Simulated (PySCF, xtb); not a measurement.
CH₅FO₂Si₂, SMILES O=C(O)[Si@@H](F)[SiH3].

Geometry optimised at PBE0-D3(BJ)/def2-SVP. The structure was generated by enumeration; whether it is a known compound was not checked. One conformer was computed; it need not be the lowest.

Calculation: C-PCM-ωB97X/def2-SVP (PySCF 2.14.0).

The values are the electrostatic part of the solvation free energy, E(continuum) − E(gas) at the gas-phase geometry, in a cavity of scaled van der Waals radii (PySCF's table); cavitation and dispersion terms are not included. In vacuum the orbital gap is 11.86 eV. The dipole moment in vacuum is 0.43 D.

| solvent | ε | ΔG(elec) (kcal/mol) | dipole (D) | gap (eV) |
|---|---|---|---|---|
| water | 78.36 | -6.3 | 0.49 | 11.92 |
| diethylether | 4.24 | -4.8 | 0.47 | 11.91 |
| tetrahydrofuran | 7.43 | -5.5 | 0.48 | 11.91 |

For comparison, GFN2-xTB/ALPB(water) (xtb, at the GFN2-xTB geometry, all terms of that model) gives -6.2 kcal/mol.
